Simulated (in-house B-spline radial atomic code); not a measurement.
Configurations of Cu IV (Cu3+), with energies counted from [Ar] 3d8. All numbers are computed (non-relativistic B97-1, spin-polarised, spherical fractional occupations, exact exchange averaged over the configuration; point nucleus) with a B-spline radial code for spherical atoms, not measured. Shells without spins written out take the highest spin.

Occupations are held fixed; configurations that lie above the ionisation limit could autoionise.

```
       configuration  E - E(ref) (eV)  highest orbital  its <r> (bohr)
        [Ar] 3d7 4p1           24.575            4p up           2.292
        [Ar] 3d7 4f1           44.098            4f up           4.359
    [Ne] 3s2 3p5 3d9           69.021          3d down          0.8556
[Ne] 3s2 3p5 3d8 4p1           93.888            4p up           2.284
```

(1) Order these further configurations by energy, lowest first.
A. [Ne] 3s2 3p5 3d8 4d1
B. [Ne] 3s2 3p5 3d8 4s1
C. [Ar] 3d7 4s1
D. [Ne] 3s2 3p5 3d8 4f1
E. [Ar] 3d7 4d1

## Answers

(1) C (15.914 eV), E (36.379 eV), B (85.185 eV), A (105.77 eV), D (113.54 eV).
